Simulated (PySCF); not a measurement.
Dipole moment and polarisability of `C#Cc1cnn(CC)n1`

Species: C₆H₇N₃.
SMILES with atom numbers: `[CH:1]#[C:2][c:3]1[cH:4][n:5][n:6]([CH2:7][CH3:8])[n:9]1` (hydrogens: H10 on C1; H11 on C4; H12, H13 on C7; H14, H15, H16 on C8)

Cartesian coordinates in Å at the GFN2-xTB level; atoms count from 1:
```
atom  x, y, z in Å
C1     4.0473   -0.2988    0.6776
C2     2.8984   -0.3425    0.3335
C3     1.5581   -0.4254   -0.0803
C4     0.8846   -1.5222   -0.6534
N5    -0.3616   -1.1536   -0.8919
N6    -0.4274    0.0927   -0.4865
C7    -1.6425    0.8531   -0.5355
C8    -2.4421    0.6782    0.7526
N9     0.6818    0.5772    0.0066
H10    5.0507   -0.2547    0.9789
H11    1.2460   -2.5011   -0.8875
H12   -1.3702    1.9012   -0.6762
H13   -2.2175    0.4970   -1.3929
H14   -1.8517    1.0042    1.6057
H15   -2.7098   -0.3669    0.8887
H16   -3.3517    1.2706    0.7080
```

Level: PBE0/def2-SVPD (PySCF), static field, nuclei fixed, core orbitals frozen in the response. The polarisability tensor in these axes (au):

```
x   133.63  -9.03  12.70
y    -9.03  77.17   5.52
z    12.70   5.52  66.01
```

Diagonalise the tensor; give its mean and Δα, where Δα² is half the sum of the squared differences of the eigenvalues.

Principal values 60.56, 79.26 and 136.99 au; mean 92.27 au = 13.67 Å³ = 15.21 × 10⁻⁴⁰ C²·m²/J; Δα = 69.00 au (75 % of the mean).

What is the dipole moment, and where does it point?

(-1.08, 0.25, 0.03) D, 1.11 D in size, pointing from the negative to the positive side. Measured along this direction, the outermost atoms are H10 at the negative end and H16 at the positive end.

Give the principal axes and the span of the nuclei along them.

Largest value along (0.98, -0.13, 0.16), where the nuclei span 8.46 Å; middle along (0.05, 0.90, 0.43), 4.07 Å; least along (-0.20, -0.41, 0.89), 2.59 Å. The response follows the extents in order.

What depolarisation ratio follows for Rayleigh scattering of linearly polarised light, taking the static tensor?

ρ = 3Δα²/(45ᾱ² + 4Δα²) = 14284.7/(383101 + 19046.3) = 0.0355.

In TDDFT the mean static polarisability is Σ f/ω² over all singlet excitations (ω in hartree). How much of it do the 8 lowest give? Their energies (eV) and oscillator strengths: 5.65, 0.3280; 5.84, 0.0005; 6.18, 0.0012; 6.20, 0.0003; 6.24, 0.0299; 6.91, 0.0070; 7.02, 0.0037; 7.13, 0.0930.

They add up to 9.72 au, 10.5 % of the 92.27 au; the largest single term is 7.59 au, from the state at 5.65 eV. Terms in order: 7.59, 0.01, 0.02, 0.01, 0.57, 0.11, 0.06, 1.36 au. Higher excitations give the rest. The strengths listed sum to 0.464.

Find the Langevin capture rate constant for H3O+ (19.018 u) meeting this molecule (121.064 u), k = 2.342 × 10⁻⁹ cm³/s × √(α in Å³ / reduced mass in u).

The reduced mass is 16.44 u, so k = 2.14 × 10⁻⁹ cm³/s. The formula leaves out the permanent dipole, which adds to the capture rate.

Isolated species at its GFN2-xTB geometry (one conformer only).
